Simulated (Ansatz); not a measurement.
Computed with Ansatz.

A structure relaxed at PBE0-D4/def2-TZVP, charge 0, multiplicity 2:

```csv
atom,x (Å),y (Å),z (Å)
C1,-0.4751,0.2149,1.0662
Si2,-0.1804,0.5165,-0.7491
C3,0.5827,-0.9635,-1.5272
N4,0.9877,-1.9120,-2.0471
H5,-1.1101,-0.6605,1.2112
H6,-0.9651,1.0790,1.5188
H7,0.4744,0.0435,1.5809
H8,0.6858,1.6821,-1.0537
```

Question: Give its formula and SMILES.

Answer: C2H4NSi, `C[SiH]C#N`.

Question: Summarise the bond lengths by kind.

Answer: 2 × C–Si 1.838 to 1.864 Å; 3 × C–H 1.091 to 1.094 Å; 1 × H–Si 1.484 Å; 1 × C–N 1.155 Å.
